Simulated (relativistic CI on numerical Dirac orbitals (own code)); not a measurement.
**V⁴⁺: L2,3 absorption edge**

Computed with this model: Dirac-Coulomb-Breit CI, orbitals from a KLI potential per configuration, a model potential for QED, valence Slater integrals scaled by 0.9, multiplet model of core-to-valence dipole absorption; configurations [Ar] 3d → [He] 2s2 2p5 3s2 3p6 3d2; 80 K; Lorentzian 0.4 eV and Gaussian 0.3 eV FWHM. Energies are those of the free ion, without screening or charge transfer. The branching ratio is the share of the lower-energy edge in the whole absorption, uncertain by about 0.02 where the edges overlap. S is read from ⟨S²⟩ = S(S + 1).

Field parameters in Wybourne normalisation: D4h B²₀ = −7Ds, B⁴₀ = 21(Dq − Dt), B⁴₄ = 21√(5/14) Dq. The field is a parameter set, without covalency.

Computed curve for free ion, scaled to 100 at the maximum (points under 2 are left out and the grid is thinned):

```
Energy (eV)  Intensity
      519.2        2.3
      519.5        4.8
      519.7        9.0
      520.0       11.2
      520.2        8.6
      520.5        9.4
      520.7        8.3
      521.0        8.8
      521.2       12.4
      521.5       10.6
      521.7        9.0
      522.0       14.3
      522.2       28.3
      522.5       57.2
      522.7       43.3
      523.0       28.4
      523.2       44.4
      523.5       72.0
      523.7       47.4
      524.0       28.9
      524.3       44.3
      524.5       35.2
      524.8       13.5
      525.0        8.8
      525.3        7.1
      525.5        7.8
      525.8       12.8
      526.0       24.0
      526.3       59.5
      526.5       56.0
      526.8       28.0
      527.0       31.0
      527.3       37.7
      527.5       31.0
      527.8       15.1
      528.0       10.2
      528.3        8.3
      528.5        8.1
      528.8       11.4
      529.0       19.3
      529.3       41.9
      529.6       55.1
      529.8       87.4
      530.1       80.5
      530.3       46.6
      530.6       45.6
      530.8       41.0
      531.1       15.8
      531.3        8.8
      531.6        4.9
      531.8        3.8
      532.1        2.9
      532.3        2.6
      532.6        2.6
      532.8        3.1
      533.1        6.5
      533.3       12.4
      533.6       12.3
      533.8        6.2
      534.1        2.4
```

The ground state has S = 0.50, and the centroid lies at 526.57 eV.
